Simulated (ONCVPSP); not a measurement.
LDA (Perdew-Wang 92) ONCV dataset for K, scalar-relativistic all-electron reference.

| Quantity | Value |
| --- | --- |
| Element | K |
| Generator | ONCVPSP 4.0.1 |
| Type | optimised norm-conserving Vanderbilt (ONCV) |
| Functional | LDA (Perdew-Wang 92) |
| Relativity | scalar-relativistic |
| Frozen core | [Ne] |
| Valence charge | 9 |
| Reference configuration | 3s2 3p6 (charge +1) |
| Partial waves | 3s: rc 1.95 bohr, ncon 3, nbas 6, qcut 4.8 1/bohr, 1 projector; 3p: rc 1.25 bohr, ncon 4, nbas 9, qcut 7.5 1/bohr, 2 projectors, debl 3.5 Ha; d scattering state at 0.37 Ha: rc 1.70 bohr, ncon 4, nbas 9, qcut 5.7 1/bohr, 2 projectors, debl 2.8 Ha |
| Local potential | polynomial inside 0.95 bohr (lpopt 3, dvloc0 0 Ha) |
| Core correction | none |

In the d channel the program set the typed energies aside and used 0.050, 2.850 Ha.

Task: Does the generator finish with these settings?

Result: Yes, a potential is produced and its reference levels are reproduced.

Task: Estimate the cutoffs (Ha) at which the residual kinetic energy of the hardest occupied pseudo-wave falls to 1 and 0.1 mHa per electron.

Result: 16 Ha and 27 Ha. The cutoffs count occupied waves only; projector 2 of the d channel, the hardest unoccupied one, needs 111 Ha at the loose tolerance.

Task: What does a ghost test show?

Result: No bound ghost flagged; no localised positive-energy state flagged.

Task: Which valence shell sets the plane-wave cutoff?

Result: 3p: 16 Ha for 1 mHa per electron, against 6 Ha for 3s.

Task: Tests: 3s2 3p6 4s1; 3s2 3p6 4s0.5; 3s2 3p6 4p1; 3s2 3p5 4s1. Which has the largest error in its energy relative to the reference configuration, and how large is it?

Result: 3s2 3p5 4s1, with +746 meV (all-electron minus pseudo) on +20.56 eV.
